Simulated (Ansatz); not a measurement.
`[SiH3]B[CH2][SnH3]` + CH₃NH₂ → `CNB[SiH3]` + `[CH3][SnH3]` at 298.15 K and 1 bar (ligand exchange at a B–C bond).

Calculated with Ansatz (gas phase, PBE0-D4/def2-TZVP geometries, no zero-point term in ΔE). CBS: MP2 limit from def2 TZ/QZ plus the TZ coupled-cluster correction, frozen cores. def2 core potentials past Kr. For Sn outer-core shells are correlated without core-valence functions, which leaves a few kJ/mol of doubt a bond. One conformer a species, not always the lowest.

```
             species  CCSD(T)/CBS energy (Eh)  H − E (kJ/mol)  S (J/(mol·K))
`[SiH3]B[CH2][SnH3]`               -571.32551           245.9          389.4
              CH₃NH₂                -95.75281           180.0          240.4
         `CNB[SiH3]`               -411.45901           264.3          329.4
       `[CH3][SnH3]`               -255.66383           162.1          284.7
```

H − E and S are ideal-gas, rigid-rotor, harmonic terms from PBE0-D4/def2-TZVP, for one conformer and one mirror image of each species. 1 Eh = 2625.50 kJ/mol, R = 8.31446 J/(mol·K).

Problem. By hand: ΔE, ΔH, ΔS and ΔG.

Solution. ΔE = (-411.45901) + (-255.66383) − (-571.32551) − (-95.75281) = -0.04452 Eh = -116.9 kJ/mol. Δ(H − E) = 264.3 + 162.1 − 245.9 − 180.0 = 0.5, so ΔH = -116.4 kJ/mol. ΔS = 329.4 + 284.7 − 389.4 − 240.4 = -15.7 J/(mol·K). ΔG = -116.4 − 298.15 × (-15.7)/1000 = -111.7 kJ/mol.

Problem. By hand: the equilibrium constant, and the temperature at which ΔG would vanish if ΔH and ΔS stayed fixed.

Solution. log₁₀ K = −ΔG/(RT ln 10) = 19.6. ΔG = 0 at ΔH/ΔS = 7414 K, far beyond where these terms or the molecules hold.

ΔH outweighs TΔS. A doubt of 5 kJ/mol in ΔE shifts log₁₀ K by 0.9 here. Other conformers and mirror images would add mixing entropy, several J/(mol·K) or more a flexible species. Modes under 60 cm⁻¹, often nearly free rotors, make the harmonic entropy too high. These are equilibria of isolated gas molecules and say nothing of rates. Largest T1 diagnostic: 0.014 (customary marks: 0.02 for closed shells, 0.045 for open ones).
